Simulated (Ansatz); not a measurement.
Consider the formal exchange of groups at the Se–Si bond: `CO[SiH2][SeH]` + `[SiH3]CS` → `SC[SiH2][SeH]` + `CO[SiH3]`.

Program: Ansatz. Geometries: PBE0-D4/def2-TZVP. ΔE: electronic, gas phase. CBS: MP2 limit from def2 TZ/QZ plus the TZ coupled-cluster correction, frozen cores. Functionals use def2-TZVPP. B3LYP here is the variant with VWN-RPA as its local correlation; programs differ in this. HSE06 is defined as in plane-wave codes. For Se outer-core shells are correlated without core-valence functions, which leaves a few kJ/mol of doubt a bond. Scalar relativity is left out up to krypton. Each species was taken in one conformer, which may not be the lowest.

`CO[SiH2][SeH]`:

Cartesian coordinates in Å:
```
C -0.009 0.641 1.574
O -0.175 0.706 0.174
Si -0.264 -0.634 -0.765
Se -0.191 -0.050 -2.949
H -0.914 0.267 2.065
H 0.832 -0.006 1.851
H 0.193 1.648 1.939
H 0.858 -1.545 -0.415
H -1.560 -1.342 -0.597
H 1.230 0.315 -2.876
```

`[SiH3]CS`:

Z-matrix (Å, degrees):
```
Si
C 1 1.878
H 1 1.489 2 110.7
H 1 1.484 2 109.8 3 121.0
H 1 1.488 2 108.8 3 -119.4
S 2 1.813 1 111.4 3 177.0
H 2 1.092 1 112.3 3 52.0
H 2 1.093 1 109.3 3 -67.0
H 6 1.343 2 97.3 1 -50.2
```

`SC[SiH2][SeH]`:

```xyz
10

S    -1.188   -1.391    0.904
C     0.056   -0.081    0.925
Si    0.783    0.180   -0.788
Se   -0.804    0.400   -2.404
H    -1.234   -1.599    2.230
H     0.891   -0.360    1.575
H    -0.368    0.857    1.294
H     1.657    1.380   -0.729
H     1.567   -1.007   -1.204
H    -1.359    1.621   -1.803
```

`CO[SiH3]`:

Cartesian coordinates in Å:
```
C -1.146 0.275 0.681
O 0.098 -0.383 0.693
Si 1.139 -0.321 -0.577
H -1.028 1.359 0.561
H -1.643 0.085 1.633
H -1.790 -0.096 -0.126
H 2.323 -1.120 -0.189
H 1.535 1.086 -0.870
H 0.512 -0.886 -1.805
```

(1) Is it downhill or uphill in electronic energy at CCSD(T)/CBS, and by how much? (Best estimate.)

(2) What do these levels give: B3LYP-D4, BHLYP-D4, PBE, revPBE, HSE06, SCS-MP2/def2-QZVPP? (An estimate is asked.)

Largest T1 diagnostic among the species: 0.011.

## Answers

(1) The calculation gave: Uphill: ΔE = +4.9 kJ/mol.

(2) Computed: B3LYP-D4 4.6, BHLYP-D4 3.6, PBE 8.3, revPBE 8.4, HSE06 7.4, SCS-MP2/def2-QZVPP 3.4 kJ/mol.

Leaving LDA and LC-ωPBE aside and taking each functional with its dispersion term where it has one, the values, not all of them listed here, spread over 4.2 kJ/mol, from BHLYP-D4 to B97M-V. The D4 term adds −3.2 kJ/mol with B3LYP and −1.8 kJ/mol with PBE0; it sums over pairs of atoms, weighted by their polarisabilities, and B3LYP, whose exchange is more repulsive, gets the larger term.
